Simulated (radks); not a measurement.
Coherent X-ray form factor from a spherical all-electron density. All-electron calculation, scalar-relativistic Kohn-Sham, PBE, spin-unpolarised, spherical densities, point nucleus. Program: a radial shooting solver on a logarithmic mesh with Libxc functionals.

sin(theta)/lambda (1/angstrom)  f0 (electrons)
0.05                                    53.572
0.1                                     52.341
0.15                                    50.450
0.2                                     48.096
0.25                                    45.487
0.3                                     42.806
0.4                                     37.705
0.5                                     33.288
0.6                                     29.569
0.8                                     23.817
1                                       19.881
1.25                                    16.739
1.5                                     14.523
2                                       10.750

The species is in the configuration that NIST lists as its ground one. Which atom or ion scatters so?

Answer. The promethium ion Pm7+, [Kr] 4d10 4f3 5s2 5p3. Extrapolating in s^2 from the first two rows gives f0(0) = 54.0, near the electron count 54; among species with that count, the fall with angle is slower the higher Z, and the table is that of Z = 61; from so few rows the species is fixed only to a neighbour or two.
